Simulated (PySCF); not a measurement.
C₆HCl₂O₂ (doublet state).
Z-matrix (Å and degrees, GFN2-xTB geometry), rows numbered from 1:
```
O 
C   1  1.2047
C   2  1.4103  1  131.45
C   3  1.3074  2  132.23  1   159.37
Cl  4  1.6985  3  127.45  2   178.85
C   4  1.5398  3  117.65  2     8.66
O   6  1.2028  4  119.98  3   175.10
C   6  1.4484  4  113.05  3     2.02
C   8  1.3455  6  124.17  4    -0.30
Cl  9  1.6975  2  113.39  1     7.36
H   8  1.0806  6  115.10  4  -179.43
```

Identity: `O=C1[C]=C(Cl)C(=O)C=C1Cl` [radical].

Method: UKS B3LYP, pcH-1 on C Cl H O, non-relativistic, mean-field spin-orbit, GIAO (PySCF). One conformer (not necessarily the lowest) at the GFN2-xTB geometry, without solvent, vibrations or thermal averaging. The geometry wasn't refined by DFT: couplings that depend on bond lengths, twists or pyramidal angles can differ widely from those at the functional's own minimum. Stability of the SCF solution: not tested.

Question: Break the g tensor into its mass correction, gauge correction and orbital-Zeeman/spin–orbit terms.

Answer: 
```
                    Δg (ppm)      1     2     3
relativistic mass correction   -188  -188  -188
            gauge correction      9     8    17
   orbital Zeeman/spin–orbit  -1119  -497  1713
                       total  -1298  -677  1542
```

So g = 2.00102, 2.00164, 2.00386 and g_iso = 2.00218; the tensor is rhombic: the two nearest values differ by 22 % of g3 − g1. 

Question: At 9.745 GHz, how far is the centre of the isotropic spectrum from where a free electron (g = 2.002319) resonates?

Answer: B = hν/(g μB) with μB/h = 13.99624 MHz/mT gives 347.73 mT for the free electron and 347.75 mT at g_iso, 0.03 mT higher.

Question: What effective moment and Curie constant follow for a powder?

Answer: With the mean of g² = 4.0087 and S(S+1) = 0.75: μ_eff = √(⟨g²⟩S(S+1)) = 1.734 μB and χT = 0.12505·⟨g²⟩·S(S+1) = 0.376 cm³ K/mol (cgs; spin-Hamiltonian part alone).

Question: In a frozen sample, at which fields do the three g values resonate at 9.5, 34, 94 and 263 GHz (hyperfine left aside), and which band first spreads them over more than twice a line width of 0.3 mT?

Answer: 
```json
{"band": "X", "GHz": "9.5", "B(g3) mT": "338.72", "B(g2) mT": "339.10", "B(g1) mT": "339.20", "spread mT": "0.48"}
{"band": "Q", "GHz": "34.0", "B(g3) mT": "1212.27", "B(g2) mT": "1213.61", "B(g1) mT": "1213.99", "spread mT": "1.72"}
{"band": "W", "GHz": "94.0", "B(g3) mT": "3351.57", "B(g2) mT": "3355.29", "B(g1) mT": "3356.33", "spread mT": "4.76"}
{"band": "J", "GHz": "263.0", "B(g3) mT": "9377.27", "B(g2) mT": "9387.67", "B(g1) mT": "9390.58", "spread mT": "13.31"}
```

The spread grows in proportion to the frequency. Q band is the first where it exceeds 0.6 mT.

The largest Mulliken spin populations are on C3 (+0.95) and C4 (-0.12). No atom but C3 exceeds +0.15.

The HOMO–LUMO gaps are 3.18 eV among the α and 3.58 eV among the β orbitals.
